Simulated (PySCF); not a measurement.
Precursor series Ti OH-NH2. Gas-phase values, no solvent. One relaxed conformer stands for each flexible species; it need not be the lowest.

Computed with PySCF 2.14.0 with B3LYP-D3(BJ)/def2-TZVP // TPSS-D3(BJ)/def2-SVP. All candidates: neutral, multiplicity 1. B3LYP has the VWN-RPA correlation part, as in Gaussian. 

The LUMO is -1.09 eV. The HOMO is -6.59 eV and the HOMO–LUMO gap is 5.50 eV.

Problem. Identify which member has these values.
A. [Ti(OH)4]
B. [Ti(OH)3(NH2)]
C. [Ti(OH)(NH2)3]

Solution. C, [Ti(OH)(NH2)3]. The others give [Ti(OH)3(NH2)]: -1.43 eV, -7.17 eV, 5.73 eV; [Ti(OH)4]: -1.57 eV, -8.72 eV, 7.16 eV
